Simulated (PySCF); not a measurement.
**Rh: interval between two levels**

Rh [Kr] 4d8 5s1 [4F9/2, M_J = 9/2] → Rh [Kr] 4d7 5s2 [4F9/2, M_J = 9/2], as a difference of total energies. Calculation: PySCF 2.14, in x2c-TZVPall-2c (8s9p7d1f, 77 functions); the two-component X2C-1e Hamiltonian. Correlated levels: [Ar] 3d10 frozen; the 6 highest virtual spinors dropped. "Screened" scales the spin-orbit matrix elements by Boettger's factors to mimic the two-electron term; Breit and QED terms are absent.

| method | interval between two levels (cm⁻¹) |
| --- | --- |
| GHF (spin-free) | 10679 |
| GMP2 (spin-free) | 11652 |
| GHF (screened spin-orbit) | 10378 |
| GMP2 (screened spin-orbit) | 11310 |

The labels give the starting determinants; with spin-orbit coupling the two ends relaxed to ⟨J²⟩ = 24.76, ⟨L²⟩ = 12.05, ⟨S²⟩ = 3.75 and ⟨J²⟩ = 24.77, ⟨L²⟩ = 12.15, ⟨S²⟩ = 3.72.
